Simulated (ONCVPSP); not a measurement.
Reading a pseudo-wave (P (Z = 15))

Columns: radius, all-electron u(r) and pseudo u(r) of the 2s shell (level -173.15 eV) of phosphorus in the configuration [He] 2s2 2p6 3s2 3p3; LDA (Perdew-Wang 92), scalar-relativistic, ONCV scheme, ONCVPSP 4.0.1.

```tsv
r (bohr)	all-electron	pseudo
0.047	-0.6613	0.2429
0.095	-0.4611	0.4817
0.142	0.0023	0.6983
0.190	0.4865	0.8946
0.237	0.8747	1.0568
0.285	1.1586	1.1877
0.332	1.3312	1.2787
0.380	1.4196	1.3336
0.427	1.4393	1.3518
0.475	1.4099	1.3377
0.522	1.3481	1.2968
0.570	1.2633	1.2327
0.617	1.1683	1.1531
0.665	1.0659	1.0603
0.712	0.9652	0.9638
0.760	0.8651	0.8648
0.807	0.7722	0.7720
0.855	0.6836	0.6835
0.902	0.6040	0.6038
0.950	0.5300	0.5298
0.997	0.4647	0.4645
1.045	0.4050	0.4049
1.092	0.3531	0.3530
1.140	0.3062	0.3061
1.187	0.2658	0.2657
1.235	0.2295	0.2294
```

How many radial nodes do the two functions have?

The all-electron 2s function has n − l − 1 = 1; the pseudo-wave has 0, since the states of the same l below it are removed with the core.

At about which radius was the pseudo-wave matched?

0.80 bohr, where the columns begin to agree (steps of 0.05 bohr).

Is the pseudo-wave norm-conserving?

Yes: the ONCV scheme keeps the norm inside the radius equal to the all-electron one, which fixes the energy derivative of the logarithmic derivative at the level.
